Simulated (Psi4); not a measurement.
Interaction energy of H4O4Si ··· H3ClSi (SMILES O[Si](O)(O)O and [SiH3]Cl), singlet. Monomers: optimised at B3LYP-D3(BJ) (def2-TZVP), held rigid. Orientation: a random orientation, not optimised. The monomers approach along the line of their centres of mass (distance R); nothing else relaxes.

Geometry at R = 6.28 Å (first 9 atoms: monomer A):
```
14

O      1.5820    -0.3973     0.1170
Si    -0.0001    -0.0001    -0.0003
O     -0.5535     0.1519     1.5311
O     -0.0715     1.3515    -0.9183
O     -0.9579    -1.1065    -0.7305
H      1.8359    -0.9827     0.8348
H     -1.5039     0.1052     1.6617
H      0.6304     1.9972    -0.8046
H     -0.9613    -1.1192    -1.6909
Si     2.7635    -4.1496     2.3486
Cl     3.0878    -4.6350     4.3307
H      1.9877    -5.2371     1.7214
H      4.0724    -4.0002     1.6833
H      2.0103    -2.8816     2.2946
```

- PBE/def2-TZVP, counterpoise-corrected (Psi4)
- PBE-D3(BJ)/def2-TZVP, counterpoise-corrected (Psi4)
- SAPT0/jun-cc-pVDZ, frozen core (Psi4)

Interaction energies in kJ/mol; the last columns give the difference from SAPT0:

```json
[
 {"R / Å": "5.69", "PBE/def2-TZVP": "-0.50", "PBE-D3(BJ)/def2-TZVP": "-4.79", "SAPT0/jun-cc-pVDZ": "1.31", "PBE/def2-TZVP − SAPT0/jun-cc-pVDZ": "-1.81", "PBE-D3(BJ)/def2-TZVP − SAPT0/jun-cc-pVDZ": "-6.10"},
 {"R / Å": "5.85", "PBE/def2-TZVP": "-1.25", "PBE-D3(BJ)/def2-TZVP": "-4.99", "SAPT0/jun-cc-pVDZ": "0.10", "PBE/def2-TZVP − SAPT0/jun-cc-pVDZ": "-1.36", "PBE-D3(BJ)/def2-TZVP − SAPT0/jun-cc-pVDZ": "-5.09"},
 {"R / Å": "6.09", "PBE/def2-TZVP": "-1.44", "PBE-D3(BJ)/def2-TZVP": "-4.44", "SAPT0/jun-cc-pVDZ": "-0.59", "PBE/def2-TZVP − SAPT0/jun-cc-pVDZ": "-0.86", "PBE-D3(BJ)/def2-TZVP − SAPT0/jun-cc-pVDZ": "-3.85"},
 {"R / Å": "6.28", "PBE/def2-TZVP": "-1.25", "PBE-D3(BJ)/def2-TZVP": "-3.75", "SAPT0/jun-cc-pVDZ": "-0.67", "PBE/def2-TZVP − SAPT0/jun-cc-pVDZ": "-0.58", "PBE-D3(BJ)/def2-TZVP − SAPT0/jun-cc-pVDZ": "-3.08"},
 {"R / Å": "6.50", "PBE/def2-TZVP": "-0.94", "PBE-D3(BJ)/def2-TZVP": "-2.95", "SAPT0/jun-cc-pVDZ": "-0.58", "PBE/def2-TZVP − SAPT0/jun-cc-pVDZ": "-0.36", "PBE-D3(BJ)/def2-TZVP − SAPT0/jun-cc-pVDZ": "-2.38"},
 {"R / Å": "6.71", "PBE/def2-TZVP": "-0.65", "PBE-D3(BJ)/def2-TZVP": "-2.28", "SAPT0/jun-cc-pVDZ": "-0.42", "PBE/def2-TZVP − SAPT0/jun-cc-pVDZ": "-0.23", "PBE-D3(BJ)/def2-TZVP − SAPT0/jun-cc-pVDZ": "-1.86"},
 {"R / Å": "6.96", "PBE/def2-TZVP": "-0.37", "PBE-D3(BJ)/def2-TZVP": "-1.64", "SAPT0/jun-cc-pVDZ": "-0.25", "PBE/def2-TZVP − SAPT0/jun-cc-pVDZ": "-0.13", "PBE-D3(BJ)/def2-TZVP − SAPT0/jun-cc-pVDZ": "-1.39"},
 {"R / Å": "7.27", "PBE/def2-TZVP": "-0.12", "PBE-D3(BJ)/def2-TZVP": "-1.04", "SAPT0/jun-cc-pVDZ": "-0.08", "PBE/def2-TZVP − SAPT0/jun-cc-pVDZ": "-0.04", "PBE-D3(BJ)/def2-TZVP − SAPT0/jun-cc-pVDZ": "-0.96"},
 {"R / Å": "7.81", "PBE/def2-TZVP": "0.10", "PBE-D3(BJ)/def2-TZVP": "-0.44", "SAPT0/jun-cc-pVDZ": "0.07", "PBE/def2-TZVP − SAPT0/jun-cc-pVDZ": "0.03", "PBE-D3(BJ)/def2-TZVP − SAPT0/jun-cc-pVDZ": "-0.51"},
 {"R / Å": "8.50", "PBE/def2-TZVP": "0.15", "PBE-D3(BJ)/def2-TZVP": "-0.13", "SAPT0/jun-cc-pVDZ": "0.12", "PBE/def2-TZVP − SAPT0/jun-cc-pVDZ": "0.03", "PBE-D3(BJ)/def2-TZVP − SAPT0/jun-cc-pVDZ": "-0.25"},
 {"R / Å": "9.49", "PBE/def2-TZVP": "0.11", "PBE-D3(BJ)/def2-TZVP": "-0.01", "SAPT0/jun-cc-pVDZ": "0.11", "PBE/def2-TZVP − SAPT0/jun-cc-pVDZ": "0.01", "PBE-D3(BJ)/def2-TZVP − SAPT0/jun-cc-pVDZ": "-0.12"},
 {"R / Å": "10.82", "PBE/def2-TZVP": "0.06", "PBE-D3(BJ)/def2-TZVP": "0.01", "SAPT0/jun-cc-pVDZ": "0.07", "PBE/def2-TZVP − SAPT0/jun-cc-pVDZ": "-0.01", "PBE-D3(BJ)/def2-TZVP − SAPT0/jun-cc-pVDZ": "-0.06"}
]
```

PBE/def2-TZVP is furthest from SAPT0/jun-cc-pVDZ at 5.69 (-1.81 kJ/mol, below); its mean absolute difference over the points is 0.45 kJ/mol.

PBE-D3(BJ)/def2-TZVP is furthest from SAPT0/jun-cc-pVDZ at 5.69 (-6.10 kJ/mol, below); its mean absolute difference over the points is 2.14 kJ/mol.
